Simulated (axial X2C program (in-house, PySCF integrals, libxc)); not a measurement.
Low determinants of ZrN⁺ at the PBE0 level, without spin–orbit coupling

Calculated with an in-house relativistic program for diatomic molecules. Spin-free means the one-electron spin-free X2C Hamiltonian. Basis: Zr dyall-cv3z [11s12p9d6f3g], N dyall-av3z [7s7p3d2f] (cores contracted in-house); Gaussian nuclei, density fitting, unrestricted open shells. Masses: Zr 89.905 u, N 14.003 u.

Search at 1.636 Å (vertical energies from the lowest determinant):

```json
{"ΔE (eV)": "0.00", "state": "M_S = 0, Λ = 0", "electrons beyond evenly filled partner blocks": "closed shell", "electrons in σ, π, δ, φ": "22 20 4 0"}
{"ΔE (eV)": "2.06", "state": "M_S = 1, Λ = 2", "electrons beyond evenly filled partner blocks": "σα, δ+α", "electrons in σ, π, δ, φ": "21 20 5 0"}
{"ΔE (eV)": "2.16", "state": "M_S = 0, Λ = 2", "electrons beyond evenly filled partner blocks": "σα, δ+β", "electrons in σ, π, δ, φ": "21 20 5 0"}
{"ΔE (eV)": "2.35", "state": "M_S = 1, Λ = 0", "electrons beyond evenly filled partner blocks": "2 × σα", "electrons in σ, π, δ, φ": "22 20 4 0"}
{"ΔE (eV)": "2.98", "state": "M_S = 1, Λ = 3", "electrons beyond evenly filled partner blocks": "π+α, π+β, π-α, δ+α", "electrons in σ, π, δ, φ": "22 19 5 0"}
{"ΔE (eV)": "3.02", "state": "M_S = 0, Λ = 3", "electrons beyond evenly filled partner blocks": "π+α, π+β, π-α, δ+β", "electrons in σ, π, δ, φ": "22 19 5 0"}
{"ΔE (eV)": "3.35", "state": "M_S = 1, Λ = 1", "electrons beyond evenly filled partner blocks": "σα, π+α, π+β, π-α", "electrons in σ, π, δ, φ": "23 19 4 0"}
```

Lowest determinant, M_S = 0, Λ = 0 (closed shell): Re = 1.635 Å, ωe = 1133.6 cm⁻¹.

The determinant in row 2 of the search, M_S = 1, Λ = 2 (beyond evenly filled blocks: σα, δ+α), was followed along the bond at PBE0; measured from the minimum of the lowest determinant it gives:

Te = 1.860 eV (15003 cm⁻¹), Re = 1.725 Å, ωe = 987.0 cm⁻¹.

Problem. Compare the bond of the determinant in row 2 with that of the lowest one.

Solution. At PBE0 its Re is 0.090 Å longer and its force constant, which goes as ωe², is 0.76 times that of the lowest determinant. T0 ≈ Te + Δωe/2 = 15003 + (-73) = 14930 cm⁻¹.

The search compares states at one distance, so a state with another bond length can lie lower; it is not exhaustive and yields mostly the lowest determinant of each block pattern, so other components and higher states of one pattern are missing. These are energies of single determinants, not of spin-adapted states; PBE0 term energies can be off by some tenths of an eV, and the functional has no current term.
